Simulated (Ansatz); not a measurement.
Consider the formal exchange of groups at the Al–C bond: `[CH3][AlH][S]C` + BH₃ → `[BH2][AlH][S]C` + CH₄.

Computed with Ansatz on PBE0-D4/def2-TZVP structures; ΔE is electronic, products minus reactants. CCSD(T)/CBS is the MP2 limit (def2-TZVPP, def2-QZVPP) plus CCSD(T) − MP2 in def2-TZVPP, frozen cores. This one scheme is used for every species. Functionals use def2-TZVPP. Each species was taken in one conformer, which may not be the lowest.

| level | ΔE (eV) |
| --- | --- |
| PBE-QIDH | 0.21 |
| PBE | 0.10 |
| revPBE | 0.09 |
| CAM-B3LYP | 0.22 |

Task: What does CCSD(T)/CBS give? (An estimate is asked.)

Result: Computed: +0.21 eV. The listed levels differ from it by 0.00, -0.11, -0.12, 0.01 eV.

Largest T1 diagnostic among the species: 0.011.

At CCSD(T), def2-SVP lies −0.08 eV from the extrapolated value and def2-TZVPP −0.01 eV. Leaving LDA and LC-ωPBE aside and taking each functional with its dispersion term where it has one, the values, not all of them listed here, spread over 0.14 eV, from PBE-D4 to ωB97M-V. LDA lies +0.04 eV from PBE without D4.
